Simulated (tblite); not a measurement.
Compound: C₂H₇NSSi₂.
SMILES with atom numbers: `[CH3:1][S:2][SiH2:3][SiH2:4][C:5]#[N:6]` (hydrogens: H7, H8, H9 on C1; H10, H11 on Si3; H12, H13 on Si4)

Computed geometry: GFN2-xTB, gas phase.

**Question.** Give the optimised bond lengths and angles.

**Answer.** 
| bond | length (pm) |
| --- | --- |
| C1–S2 | 181.5 |
| S2–Si3 | 215.2 |
| Si3–Si4 | 231.0 |
| Si4–C5 | 186.6 |
| C5≡N6 | 114.6 |
| C1–H7, C1–H8, C1–H9 | 108.6 |
| Si3–H10, Si3–H11 | 146.6 |
| Si4–H12, Si4–H13 | 146.6 |

Bonds in one row agree within 1 pm and their mean is given. A selection of angles:
| angle | degrees |
| --- | --- |
| S2–C1–H7 | 109.6 |
| S2–C1–H9 | 106.8 |
| H7–C1–H8 | 110.5 |
| C1–S2–Si3 | 99.9 |
| S2–Si3–Si4 | 105.9 |
| S2–Si3–H10 | 105.8 |
| Si4–Si3–H10 | 116.1 |
| H10–Si3–H11 | 106.4 |
| Si3–Si4–C5 | 104.1 |
| Si3–Si4–H12 | 116.5 |
| C5–Si4–H12 | 104.6 |
| C5–Si4–H13 | 104.4 |
| H12–Si4–H13 | 109.3 |
| Si4–C5–N6 | 178.5 |

Dihedral angles: C1–S2–Si3–Si4 180° (antiperiplanar); S2–Si3–Si4–C5 -179° (antiperiplanar).

Si3 (SiH2 silicon) is distorted tetrahedral (angles from 105.8° to 116.1°). The 6 heavy atoms lie in one plane (0.009 Å rms). Si4 (SiH2 silicon) is distorted tetrahedral (angles from 104.1° to 116.5°).

Its GFN2-xTB frequencies are all real (lowest 23 cm⁻¹). The numbers are those of one conformer.
